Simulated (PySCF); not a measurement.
Frontier orbitals and the lowest excitations

Species: C4H9ClO2S.
Geometry (PBE0-D3(BJ)/def2-SVP, Å), atoms numbered from 1 in this order:
```xyz
17
C4H9ClO2S angstrom
C      4.2906    2.7929    4.8586
C      4.2455    3.3280    3.4374
C      2.8980    3.0536    2.7668
C      5.4086    2.8594    2.5794
S      4.2962    5.1671    3.5187
O      4.3711    5.7090    2.1765
O      3.3053    5.6398    4.4643
Cl     6.1805    5.5095    4.4190
H      4.1987    1.6969    4.8215
H      3.4634    3.1942    5.4599
H      5.2400    3.0433    5.3516
H      2.7714    1.9638    2.6822
H      2.8571    3.4884    1.7584
H      2.0657    3.4543    3.3624
H      5.3379    1.7674    2.4616
H      6.3740    3.0949    3.0477
H      5.3773    3.3209    1.5827
```

Method: TDDFT PBE0/def2-SVPD, vertical, gas phase, core orbitals frozen in the response in PySCF 2.14.0, density-fitted response routines.

Kohn–Sham orbitals with the atoms that hold most of them (Löwdin shares over 4%, at most four atoms; ? is withheld):

```csv
orbital,ε (eV),atoms
HOMO-3,-9.74,"O6 38%, O7 37%, Cl8 8%, S5 7%"
HOMO-2,-9.55,"Cl8 78%, S5 5%"
HOMO-1,-9.15,?
HOMO,-9.02,"Cl8 53%, O7 22%, O6 21%"
LUMO,-1.99,?
LUMO+1,0.25,"S5 14%, C3 11%, C4 10%, C1 10%"
LUMO+2,0.78,"S5 25%, H15 11%, H9 11%, O7 10%"
```

Give the leading atoms of the HOMO-1.

O6 (bonded to S) 21%; O7 (bonded to S) 20%; Cl8 (bonded to S) 18%; C2 (bonded to 3 C and S) 14%. By element: oxygen 41%, chlorine 18%, carbon 14% or more.

Give the leading atoms of the LUMO.

Cl8 (bonded to S) 40%; S5 (bonded to C, Cl and 2 O) 28%; O6 (bonded to S) 11%; O7 (bonded to S) 10%. By element: chlorine 40%, sulfur 28%, oxygen 21%.

The HOMO–LUMO gap is 7.04 eV. Where does the response calculation put the lowest singlet, and from which orbitals?

S1 is at 5.40 eV (f = 0.0034), 1.63 eV below the gap, made of HOMO→LUMO (97%). Without the coupling terms of the response equations the lowest excitation would equal the gap.

Give energy, strength and leading configuration of S1 and S2, and follow the Löwdin shares of the leading atoms from the occupied to the empty orbital.

- S1 (5.40 eV, f 0.0034), HOMO→LUMO (97%): Cl8 53% → 40%, O7 22% → 10%, S5 at most 4% → 28%
- S2 (5.88 eV, f 0.013), HOMO-2→LUMO (75%): Cl8 78% → 40%, S5 5% → 28%

The run took 7.4 min (with the writing of density and orbital grids) on Arm Neoverse V1, one thread, on a shared host, and the process peaked at 1.3 GiB of memory.
